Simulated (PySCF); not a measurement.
This PySCF input asks for the NMR shieldings of SMILES BCB(C[SiH3])C(=C)C, C5H14B2Si; the geometry comes from GFN2-xTB.

```python
import basis_set_exchange as bse
import numpy as np
from pyscf import gto, dft
from pyscf.prop import nmr

atoms = """
B     1.748332   -1.590880    0.773225
C     0.906303   -0.658096    1.698678
B     0.065050    0.310265    0.753730
C     0.766316    1.579598    0.173079
Si    1.341750    1.248588   -1.618794
C    -1.413118   -0.048671    0.370437
C    -2.205277    0.790781   -0.299886
C    -1.967385   -1.391747    0.769614
H     1.261983   -2.539969    0.287244
H     2.874002   -1.358011    0.548833
H     0.226658   -1.241703    2.317338
H     1.546999   -0.065158    2.350712
H     1.646918    1.875076    0.744495
H     0.113584    2.451655    0.130916
H     2.036016    2.451001   -2.098693
H     0.188258    0.991488   -2.485459
H     2.259166    0.110896   -1.689799
H    -3.220483    0.535100   -0.568280
H    -1.878728    1.770023   -0.606654
H    -1.300695   -2.186077    0.441179
H    -2.953557   -1.558574    0.340718
H    -2.052505   -1.456200    1.854162
"""
names = dict.fromkeys(["B", "C", "Si", "H"], "pcSseg-1")
basis = {el: gto.basis.parse(bse.get_basis(n, elements=[el], fmt="nwchem")) for el, n in names.items()}
mol = gto.M(atom=atoms, basis=basis, charge=0, verbose=0)
mf = dft.RKS(mol, xc="PBE0")
mf.grids.level = 2
mf.grids.alignment = dft.numint.BLKSIZE   # the property module wants whole blocks of grid points
mf.conv_tol = 1e-9
mf.kernel()

calc = nmr.RKS(mf)   # GIAO
C = mf.mo_coeff
Co = C[:, mf.mo_occ > 0]
resp = mf.gen_response(singlet=True, hermi=2)
def vind(x):   # induced exchange potential for any number of trial vectors
    d = np.einsum("pi,xij,qj->xpq", C, 2 * x.reshape(-1, C.shape[1], Co.shape[1]), Co, optimize=True)
    return np.einsum("xpq,pi,qj->xij", resp(d - d.transpose(0, 2, 1)), C, Co, optimize=True).ravel()
mo1, _ = nmr.rhf.solve_mo1(calc, with_cphf=vind)
sigma = calc.kernel(mo1)
for i, s in enumerate(sigma):   # ppm
    print("%2d %-2s %9.2f" % (i, mol.atom_pure_symbol(i), np.trace(s) / 3))
```

**Question.** Give the expected output.

**Answer.** 
```
 0 B      16.45
 1 C     132.38
 2 B      29.16
 3 C     171.61
 4 Si    430.32
 5 C      30.43
 6 C      45.10
 7 C     159.36
 8 H      24.00
 9 H      23.70
10 H      28.35
11 H      28.40
12 H      30.53
13 H      30.06
14 H      27.70
15 H      28.32
16 H      28.22
17 H      25.36
18 H      25.56
19 H      29.12
20 H      29.76
21 H      29.11
```

These numbers come from an equivalent density-fitted implementation of the same equations, which agrees with the script to about 0.01 ppm for H and up to a few tenths of a ppm for heavy atoms, so last digits may differ.

Size and cost of the density-fitted run: 213 basis functions, 32 s wall time on 1 thread of an AMD EPYC 9R45 96-Core, shared host; peak memory 1.1 GiB.
